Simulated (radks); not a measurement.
The numbers below are computed, except where a source is named.
Question: These are the eigenvalues of the occupied orbitals of an atom or ion with whole-number occupations (hartree). Code: a radial shooting solver on a logarithmic mesh with Libxc functionals. Model: scalar-relativistic Kohn-Sham, PBE, spin-unpolarised, spherical densities, finite nucleus; Fermi nuclear charge, rms radius of each element as measured or else 0.836 A^(1/3) + 0.57 fm.

| orbital | eigenvalue |
|---|---|
| 1s | -161.7104 |
| 2s | -17.51582 |
| 2p | -14.35562 |
| 3s | -2.12696 |
| 3p | -1.34738 |
| 3d | -0.25542 |

Which element is it, and in what charge state? The configuration may be excited.

Answer: Z = 21, scandium, charge +1: Sc+ in [Ar] 3d2. The list shows which subshells hold electrons but not how many an open one holds; the 1s level, -161.71 hartree, gives Z - s = 18.0 by -(Z - s)^2/2, which with screening and relativity narrows Z to a few neighbours, and the depths of the outer levels then fix element, charge and occupations together.
